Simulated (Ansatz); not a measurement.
A nudged elastic band was laid between two geometries of H2 + H6O2Si2 (12 atoms, charge 0, multiplicity 1).

Computed with Ansatz, RKS LDA/def2-SVP.

- movable images: 5
- climbing image: yes
- spring: 5.0 eV/Å²
- optimiser: quadratic models (default)
- start path: through a guess of the saddle point
- force threshold: 0.05 eV/Å
- iteration limit: 60
- end points: relaxed

Image 0:

```xyz
12
Properties=species:S:1:pos:R:3
Si 0.706 -0.186 -1.379
O 1.362 1.279 -0.949
O -0.727 -0.467 -0.606
Si -1.289 -0.915 0.895
H 0.402 -0.218 -2.849
H 1.730 -1.198 -0.961
H 0.797 1.411 1.189
H 0.510 1.389 1.922
H 0.918 2.076 -1.293
H -1.907 0.269 1.588
H -0.164 -1.463 1.738
H -2.338 -1.976 0.706
```

Image 6:

```xyz
12
Properties=species:S:1:pos:R:3
Si 1.244 -0.224 -0.455
O 0.356 2.149 -1.070
O -0.372 -0.044 0.026
Si -1.426 -1.044 0.851
H 1.420 -0.157 -1.940
H 1.570 -1.639 -0.012
H 0.661 2.680 -0.309
H 2.168 0.680 0.311
H -0.378 1.605 -0.692
H -1.593 -0.552 2.266
H -0.893 -2.453 0.867
H -2.758 -1.001 0.155
```

Problem. Which bonds break or form, and what moves?

Solution. Bonds broken: Si1–O2, H7–H8. Bonds formed: Si1–H8, O2–H7. H2 + H6O2Si2 becomes H2O + H6OSi2.

Problem. What energy profile does the band end with?

Solution. The run converged. The highest image is number 4 of 0 to 6, 1.68 eV above the first end and 1.08 eV above the last; the last end lies 0.60 eV above the first. Neighbouring images differ by up to 1.4 eV, so the band resolves the path poorly. A vibrational analysis at the climbing image gives one clearly imaginary mode, 890i cm⁻¹: a first-order saddle point. The orbitals stay closed-shell, which can raise the energy where a bond breaks towards radicals; this wasn't checked here.

```
image  path coordinate (Å)  energy (eV)  Si1–O2 (Å)  H7–H8 (Å)  Si1–H8 (Å)
    0                 0.00         0.00        1.66       0.79        3.66
    1                 1.06         0.02        1.66       0.79        3.49
    2                 2.12         0.06        1.66       0.79        3.19
    3                 3.19         0.31        1.68       0.80        2.51
    4                 4.25         1.68        1.88       1.20        1.74
    5                 6.44         0.94        2.54       2.29        1.51
    6                 8.64         0.60        2.61       2.58        1.50
```

Problem. What is the geometry of the highest image?

Solution. 
```xyz
12
Properties=species:S:1:pos:R:3
Si 0.759 0.022 -0.764
O 0.746 1.899 -0.890
O -0.584 -0.880 -0.370
Si -1.449 -1.245 1.000
H 0.664 -0.062 -2.275
H 2.121 -0.555 -0.460
H 0.886 1.740 0.204
H 0.740 0.730 0.827
H 1.289 2.436 -1.512
H -1.261 -0.179 2.052
H -1.006 -2.572 1.559
H -2.904 -1.334 0.627
```

The run took 2.2 min on 2 threads of Intel(R) Xeon(R) Platinum 8488C (Sapphire Rapids), on a shared host, peak memory 0.17 GiB.
